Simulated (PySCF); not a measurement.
C2H7FO2Sn, SMILES [OH][Sn]([F])([CH2]C)[OH].

Geometry optimised at B3LYP-D3(BJ)/def2-SVP. The structure was generated by enumeration; whether it is a known compound was not checked. The def2 effective core potentials stand for the cores of Sn; spin–orbit coupling is left out. Other conformers were not sampled.

Two levels are set side by side: TDDFT-PBE/def2-SVPD (PySCF) and TDDFT-CAM-B3LYP/def2-SVPD (PySCF). Vertical, same geometry. The lowest singlet is HOMO→LUMO 91 % with PBE and HOMO→LUMO 68 % with the other functional; states are paired by order. Differences are taken from unrounded values.

```csv
quantity,TDDFT-CAM-B3LYP,TDDFT-PBE,TDDFT-PBE minus TDDFT-CAM-B3LYP
lowest singlet excitation (eV),6.20,5.01,-1.19
lowest triplet excitation (TDA) (eV),5.36,4.50,-0.86
first bright state (f over 0.05) (eV),6.20,5.01,-1.19
its oscillator strength,0.12,0.05,-0.07
```

Functionals without exact exchange tend to place singlet excitations lower, as here. Differences between two approximate levels are no errors against the true value.

Rough cost on one machine, each run with all the roots and properties that it gave: TDDFT-CAM-B3LYP against TDDFT-PBE about 8 times.
